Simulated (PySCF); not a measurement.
CH₈ClNSi₂, singlet, at a GFN2-xTB geometry; PBE0/6-31G, polarisability in PySCF.

Input for PySCF:
```python
from pyscf import gto, scf, dft
from pyscf.prop import polarizability

mol = gto.Mole()
mol.atom = '''
    Si    1.231277    0.047839   -0.794386
    Cl    1.413026    1.294288    0.773280
    N     0.079500   -1.181379   -0.427625
    Si   -1.496351   -1.091981    0.316971
    C    -2.272579    0.574548   -0.126650
    H     0.791324    0.858466   -1.927417
    H     2.509176   -0.614555   -1.030011
    H     0.382903   -2.118003   -0.633340
    H    -1.365368   -1.230503    1.773673
    H    -2.248678   -2.221459   -0.241706
    H    -3.272216    0.662090    0.287933
    H    -1.680809    1.396835    0.264843
    H    -2.347758    0.704597   -1.202636
'''
mol.basis = '6-31g'
mol.charge = 0
mol.spin = 0
mol.verbose = 3
mol.build()

mf = dft.RKS(mol)
mf.xc = 'pbe0'
mf.kernel()
alpha = mf.Polarizability().polarizability()[2, 2]
print('alpha_zz =', alpha)
```

What the program printed (banner, timings and long lists left out):

```
site-packages/pyscf/prop/efg/rhf.py:45: UserWarning: Module EFG is under testing
  warnings.warn('Module EFG is under testing')
site-packages/pyscf/prop/efg/dhf.py:30: UserWarning: Module EFG is under testing
  warnings.warn('Module EFG is under testing')
site-packages/pyscf/prop/zfs/uhf.py:40: UserWarning: Module ZFS is under testing
  warnings.warn('Module ZFS is under testing')
site-packages/pyscf/prop/gtensor/uhf.py:43: UserWarning: Module g-tensor is under testing
  warnings.warn('Module g-tensor is under testing')
site-packages/pyscf/prop/gtensor/uks.py:41: UserWarning: Module g-tensor is under testing
  warnings.warn('Module g-tensor is under testing')
site-packages/pyscf/prop/hfc/uks.py:35: UserWarning: Module HFC is under testing
  warnings.warn('Module HFC is under testing')
site-packages/pyscf/prop/magnetizability/rhf.py:39: UserWarning: Module magnetizability is under testing
  warnings.warn('Module magnetizability is under testing')
site-packages/pyscf/prop/magnetizability/uhf.py:37: UserWarning: Module magnetizability is under testing
  warnings.warn('Module magnetizability is under testing')
site-packages/pyscf/prop/magnetizability/rks.py:37: UserWarning: Module magnetizability is under testing
  warnings.warn('Module magnetizability is under testing')
site-packages/pyscf/prop/magnetizability/uks.py:39: UserWarning: Module magnetizability is under testing
  warnings.warn('Module magnetizability is under testing')
site-packages/pyscf/prop/polarizability/uhf.py:34: UserWarning: Module polarizability is under testing
  warnings.warn('Module polarizability is under testing')
site-packages/pyscf/prop/polarizability/rks.py:29: UserWarning: Module polarizability is under testing
  warnings.warn('Module polarizability is under testing')
site-packages/pyscf/prop/polarizability/uks.py:29: UserWarning: Module polarizability is under testing
  warnings.warn('Module polarizability is under testing')
converged SCF energy = -1136.25063601563
alpha_zz = 61.49067963775451
```
